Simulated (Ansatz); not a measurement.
H2GeO, SMILES `[OH][GeH]` (lower singlet; H–O–Ge–H torsion 180°) (charge 0, multiplicity 1). This singlet lies 1.89 eV below the relaxed triplet at the level composite: frozen-core CCSD(T) with HF/cc-pVQZ and the correlation energy extrapolated as X^-3 from cc-pVTZ and cc-pVQZ, plus CCSDT(Q) minus CCSD(T) in cc-pVDZ // PBE0-D3(BJ)/def2-TZVP (Ansatz, an electronic-structure program).

Z-matrix (Å, degrees):
```
O
H 1 0.9613
Ge 1 1.7906 2 111.47
H 3 1.5991 1 92.32 2 -179.97
```
Charge 0, multiplicity 1.

Q: Give the natural occupations of the active orbitals, the CASSCF energy and the corrected energy for Ansatz with frozen-core fic-MRCISD+Q@CASSCF(2e,2o)/cc-pVTZ // PBE0-D3(BJ)/def2-TZVP.

A: 
| Quantity | Result |
|---|---|
| natural occupations | 1.98, 0.02 |
| CASSCF energy | -2151.4788 Ha |
| corrected energy | -2151.8976 Ha |
| weight of the reference | 0.903 |
